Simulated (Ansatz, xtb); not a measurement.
**Relative energy of two isomers of C3H5N3O**

Structure I is `OCn1cncn1`, a singlet and structure II is `OCc1nc[nH]n1`, a singlet. Both are isolated molecules in the gas phase, relaxed with PBE-D3(BJ)/def2-SVP; the shapes shown needn't be the lowest conformers.

I (Å):

```xyz
12

C    -2.9040   -0.7432    1.9423
C    -0.5594   -1.5524    1.2905
C    -0.8579   -1.4688   -0.7887
N    -1.8476   -1.1823    1.0359
N     0.0920   -1.7529    0.1517
N    -2.0497   -1.1149   -0.3021
O    -3.0303    0.6432    1.9997
H    -3.3152    0.9377    1.1126
H    -3.8334   -1.2581    1.6078
H    -2.6367   -1.1005    2.9566
H    -0.1615   -1.6644    2.3078
H    -0.6731   -1.5277   -1.8695
```

II (Å):

```xyz
12

C    -2.8913   -0.0448    1.9167
C    -2.0979   -0.8906    0.9581
C    -0.4462   -2.0106    0.2541
N    -0.8187   -1.2604    1.2844
N    -1.4691   -2.0835   -0.6375
N    -2.5357   -1.3693   -0.2087
O    -2.0387    0.7116    2.7406
H    -1.2065    0.1933    2.7840
H    -3.5647    0.6301    1.3456
H    -3.5596   -0.7235    2.5098
H     0.5224   -2.5054    0.1101
H    -1.5071   -2.5686   -1.5363
```

Quicker runs give these differences E(II) − E(I): GFN2-xTB +4.20 kcal/mol; HF/STO-3G +2.22 kcal/mol (at GFN2-xTB geometries); r2SCAN-D4/def2-SVP −1.48 kcal/mol (at GFN2-xTB geometries).

Task: Which of the two would you expect CCSD(T)/def2-SVP + ΔMP2/def2-TZVPP electronic energies to favour?

Result: Too close to call at this level: CCSD(T)/def2-SVP + ΔMP2/def2-TZVPP gives E(II) − E(I) = −0.77 kcal/mol.

The same difference at several levels:

| level | geometry | E(II) − E(I) (kcal/mol) | departure from the last row (kcal/mol) | job, with rough time for the two |
| --- | --- | --- | --- | --- |
| GFN2-xTB | GFN2-xTB | +4.20 | +4.97 | optimisation, 0.17 s |
| HF/STO-3G | GFN2-xTB | +2.22 | +2.99 | single point, 0.44 s |
| r2SCAN-D4/def2-SVP | GFN2-xTB | −1.48 | −0.71 | single point, 4.5 s |
| PBE-D3(BJ)/def2-SVP | PBE-D3(BJ)/def2-SVP | −1.76 | −0.99 | optimisation, 53 s |
| HF/def2-SVP | PBE-D3(BJ)/def2-SVP | +0.28 | +1.05 | part of the CCSD(T) run |
| MP2/def2-SVP | PBE-D3(BJ)/def2-SVP | −0.35 | +0.42 | part of the CCSD(T) run |
| CCSD(T)/def2-SVP | PBE-D3(BJ)/def2-SVP | −0.35 | +0.42 | single point |
| CCSD(T)/def2-SVP + ΔMP2/def2-TZVPP | PBE-D3(BJ)/def2-SVP | −0.77 |  | single point, 79 s |

As drawn, II has 1 C–C, 1 N–H in place of 1 C–N, 1 C–H.

The largest departure from CCSD(T)/def2-SVP + ΔMP2/def2-TZVPP is that of GFN2-xTB, 4.97 kcal/mol. The last row adds to CCSD(T) the change of the MP2 difference between the two basis sets, here −0.42 kcal/mol.

With thermal terms from frequencies at re-optimised GFN2-xTB minima (ideal gas, soft modes damped towards free rotors, one conformer each, 298.15 K, 1 atm): on the last row, ΔE + ΔZPE = −1.01, ΔH = −0.95, ΔG = −1.02 kcal/mol.

The correlated steps freeze 7 core orbitals. Run with Ansatz 0.2.0, xtb 6.7.1; the last row on 2 threads of Arm Neoverse V1 on a shared host.
